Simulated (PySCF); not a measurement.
Vertical excitations of a molecule C₄H₉NSi from TDDFT-PBE/def2-SVPD in PySCF 2.14.0, as energy in eV (oscillator strength): 4.79 (0.008), 5.61 (0.046), 5.72 (0.010), 6.08 (0.001), 6.15 (0.006), 6.32 (0.028), 6.35 (0.204), 6.58 (0.013), 6.63 (0.000), 6.76 (0.003). Lowest triplet (TDA): 4.01 eV. The structure is a stationary point at TPSSh-D3(BJ)/def2-SVP. Other conformers were not sampled.

Q: Which molecule gave these data?
(A) N[SiH2]C1=CCC1
(B) C=C1CCN[SiH2]1
(C) C[C@H]1C=C[Si@H]1N
(D) C[C@@H]1CN=C1[SiH3]

A: A, N[SiH2]C1=CCC1
